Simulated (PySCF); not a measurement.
Calculation: PBE0-D4/def2-TZVP // PBE0-D4/def2-SVP (PySCF 2.14.0). Gas-phase values, no solvent. One relaxed conformer stands for a flexible species; it need not be the lowest. Excitations are Tamm–Dancoff values on a coarser integration grid. The basis has no diffuse functions, so Rydberg states are missing or too high.

Reference species (SMILES): `Bc1ccc2sc(B)cc2c1` (neutral, multiplicity 1).

```json
{
  "T1 excitation (TDA)": "2.59 eV",
  "S1 oscillator strength": "0.024",
  "brightest of the four lowest singlets (TDA)": "4.72 eV",
  "S1 excitation (TDA)": "3.74 eV"
}
```

Changed species: `Bc1csc2c(B)cccc12`.

Problem. Predict the effect on the T1 excitation (TDA), S1 oscillator strength, brightest of the four lowest singlets (TDA) and S1 excitation (TDA).

Solution. the T1 excitation (TDA) rises by 0.30 eV, to 2.89 eV; the S1 oscillator strength rises by 0.058, to 0.082; the brightest of the four lowest singlets (TDA) falls by 0.33 eV, to 4.39 eV; the S1 excitation (TDA) rises by 0.23 eV, to 3.97 eV.
